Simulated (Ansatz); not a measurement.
Consider the hydrogenolysis of the Al–C bond: `C/[C]([AlH2])=C\F` + H₂ → `[AlH3]` + `C/C=C\F`.

Computed with Ansatz on PBE0-D4/def2-TZVP structures; ΔE is electronic, products minus reactants. CCSD(T)/CBS is the MP2 limit (def2-TZVPP, def2-QZVPP) plus CCSD(T) − MP2 in def2-TZVPP, frozen cores. This one scheme is used for every species. Double bonds are as drawn, so ΔE can hold a change between cis and trans. Functionals use def2-TZVPP. B3LYP here is the variant with VWN-RPA as its local correlation; programs differ in this.

```csv
level,ΔE (kcal/mol),difference from CCSD(T)/CBS
PBE-D4,1.4,1.3
r2SCAN-D4,1.4,1.3
ωB97X-V,-1.0,-1.1
ωB97M-V,-0.2,-0.3
B3LYP,-2.5,-2.6
MP2/def2-TZVPP,1.7,1.6
SCS-MP2/def2-TZVPP,-0.3,-0.4
CCSD/def2-TZVPP,-1.9,-2.0
CCSD(T)/def2-TZVPP,-0.4,-0.5
HF/def2-QZVPP,-7.1,-7.2
CCSD(T)/CBS,0.1,0
```

Largest T1 diagnostic among the species: 0.012.

In def2-TZVPP, CCSD(T) changes the Hartree–Fock value by +6.7 kcal/mol (the triples alone add +1.6 kcal/mol) and MP2 by +8.8 kcal/mol. From PBE to PBE0 (25 % exact exchange), in def2-TZVPP and without D4, ΔE moves by −1.3 kcal/mol. The D4 term adds +2.2 kcal/mol with B3LYP and +1.2 kcal/mol with PBE0; it sums over pairs of atoms, weighted by their polarisabilities, and B3LYP, whose exchange is more repulsive, gets the larger term.
